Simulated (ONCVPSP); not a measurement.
**Varying the ONCV potential for selenium**

Base potential:

Se, optimised norm-conserving Vanderbilt (ONCV), made with ONCVPSP 4.0.1 (LDA (Perdew-Wang 92), scalar-relativistic). Core [Ar], reference 3d10 4s2 4p4. Waves: 4s: rc 1.55 bohr, ncon 5, nbas 10, qcut 4 1/bohr, 2 projectors, debl 3 Ha; 4p: rc 1.80 bohr, ncon 4, nbas 9, qcut 5.2 1/bohr, 2 projectors, debl 3.3 Ha; 3d: rc 0.95 bohr, ncon 4, nbas 9, qcut 19.4 1/bohr, 1 projector. Local part: polynomial inside 0.85 bohr (lpopt 5, dvloc0 1 Ha). Core correction: none.

Cutoffs, loose and tight: the cutoffs (Ha) at which the residual kinetic energy of the hardest occupied pseudo-wave falls to 1 and 0.1 mHa per electron. They do not see the model core or the augmentation charge, which bear on the density cutoff. Test errors are all-electron minus pseudo excitation energies from the reference, over the configurations 3d10 4s2 4p3; 3d10 4s2 4p2; 3d10 4s2 4p1; 3d10 4s0 4p6. A dash means not determined; rows that change the core or the reference have their own tests.

A true bound ghost makes a file unfit for plane-wave use even where its test errors are small: the radial tests pick states by their node count and pass the ghost by.

```
     change    outcome  cutoff, loose  cutoff, tight  bound ghosts  GHOST(+) flags above zero  largest test error (meV)
       base  generated         135 Ha         152 Ha             s                          p                      -4.0
p: qcut 3.3  generated         135 Ha         152 Ha             s                          p                       -18
p: qcut 3.6  generated         135 Ha         152 Ha             s                          p                       -16
p: qcut 4.4  generated         135 Ha         152 Ha             s                          p                      -9.5
p: qcut 4.8  generated         135 Ha         152 Ha             s                          p                      -5.6
p: qcut 5.5  generated         135 Ha         152 Ha             s                          p                      -3.5
p: qcut 5.9  generated         135 Ha         152 Ha             s                          p                      -5.8
p: qcut 6.6  generated         135 Ha         152 Ha             s                          p                      -8.8
p: qcut 7.1  generated         135 Ha         152 Ha             s                          p                       -10
p: qcut 7.8  generated         135 Ha         152 Ha             s                          p                       -11
```

Reading the sweep of the qcut of the p channel (base included, trends over the rows without a ghost): Bound ghosts are found at 3.3, 3.6, 4.4, 4.8, 5.2, 5.5, 5.9, 6.6, 7.1, 7.8 1/bohr. Every judged row has one, so this setting neither creates nor removes them.
